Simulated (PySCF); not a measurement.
Gas-phase XPS of `C=[CH][GeH2][Ge@@H]([CH3])[SiH3]`, computed

Compound: C3H12Ge2Si.
Atom-mapped SMILES: `[CH2:1]=[CH:2][GeH2:3][Ge@@H:4]([CH3:5])[SiH3:6]`

Method used: delta-SCF UKS SCAN, pcX-2 on the ionised atom, pcseg-1 elsewhere, spin-free X2C (PySCF). Each binding energy is the total energy of the core-ionised species, with the hole localised on one atom, minus that of the ground state; both are solved self-consistently, so orbital relaxation is included.

Task: List the computed XPS lines with their assignment.

Result: 
```csv
atom(s),bonded to,level,binding energy (eV),2p1/2 (eV),above the level's lowest (eV),count
Si6,3 H and Ge,Si 2p3/2,106.25,106.87,0.00,1
C2,"C (double bond), H and Ge",C 1s,290.03,–,0.00,1
C5,3 H and Ge,C 1s,290.08,–,+0.05,1
C1,C (double bond) and 2 H,C 1s,290.12,–,+0.09,1
Si6,3 H and Ge,Si 1s,1845.96,–,0.00,1
```

The 3 C 1s values lie within 0.09 eV of each other; Gaussian lines of 0.5 eV full width would blend them into one maximum.

Task: What is the longest wavelength that can ionise Si 2p3/2 of Si6 vertically?

Result: λ = hc/E = 12398.42 eV Å / 106.25 eV = 116.691 Å.

Spin–orbit coupling isn't in the SCF: each 2p doublet comes from a relaxed spin-free hole plus a matrix of the shell (mean-field spin–orbit coupling and the ground-state 2p splitting), with 2p3/2 averaged over its two sublevels. 2p1/2 minus 2p3/2 (ligand field included): Si 0.62 eV. No level of germanium is listed. Geometry: PBE0-D3(BJ)/def2-SVP, one conformer, isolated molecule.

Time: 63 s; peak memory 0.85 GiB. Hardware: one thread of an Arm Neoverse V1, shared host.

Shape of the structure used: `[CH2:1]=[CH:2][GeH2:3][Ge@@H:4]([CH3:5])[SiH3:6]`: C1–C2–Ge3–Ge4 -113°, C2–Ge3–Ge4–C5 -165°.
